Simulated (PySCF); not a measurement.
# LaF: frontier orbitals

RHF at R = 2.034 Å; basis La x2c-SVPall, F x2c-SVPall; spin-free X2C with a Gaussian nucleus; PySCF 2.14. State: singlet, about 0.1 electrons in the 4f shell (Mulliken). Only the outer orbitals are listed, counted within each symmetry.

```json
{"orbital": "12σ", "occ.": "2", "ε (eV)": "-41.38", "on La (%)": "10", "main shells (%)": "89 F s"}
{"orbital": "6π", "occ.": "2", "ε (eV)": "-29.64", "on La (%)": "100", "main shells (%)": "100 La p"}
{"orbital": "6π", "occ.": "2", "ε (eV)": "-29.64", "on La (%)": "100", "main shells (%)": "100 La p"}
{"orbital": "13σ", "occ.": "2", "ε (eV)": "-29.37", "on La (%)": "88", "main shells (%)": "88 La p"}
{"orbital": "7π", "occ.": "2", "ε (eV)": "-16.82", "on La (%)": "7", "main shells (%)": "93 F p"}
{"orbital": "7π", "occ.": "2", "ε (eV)": "-16.82", "on La (%)": "7", "main shells (%)": "93 F p"}
{"orbital": "14σ", "occ.": "2", "ε (eV)": "-16.57", "on La (%)": "15", "main shells (%)": "85 F p"}
{"orbital": "15σ", "occ.": "2", "ε (eV)": "-5.24", "on La (%)": "100", "main shells (%)": "87 La s, 8 La d"}
{"orbital": "3δ", "occ.": "0", "ε (eV)": "0.86", "on La (%)": "100", "main shells (%)": "100 La d"}
{"orbital": "3δ", "occ.": "0", "ε (eV)": "0.86", "on La (%)": "100", "main shells (%)": "100 La d"}
{"orbital": "8π", "occ.": "0", "ε (eV)": "0.90", "on La (%)": "100", "main shells (%)": "70 La p, 30 La d"}
```

**Question.** Which are the highest filled and the lowest empty level, where do they sit, and how wide is the gap?

**Answer.** Highest filled 15σ at -5.24 eV (in %: 87 La s, 8 La d); lowest empty 3δ at 0.86 eV (in %: 100 La d); the gap at RHF is 6.10 eV. An empty level above zero is unbound, and its energy depends on the basis.

- bond order (Mayer): 0.77
- ⟨S²⟩: 0.000
- charge on La (Mulliken, basis-dependent): 0.54
- charge on La (Löwdin, basis-dependent): 0.30
- dipole moment (positive dipole means La(−)F(+)): -1.66 D
- polarisability along the bond: 128.7 bohr³
- polarisability across the bond: 182.6 bohr³

Spin–orbit coupling is left out.
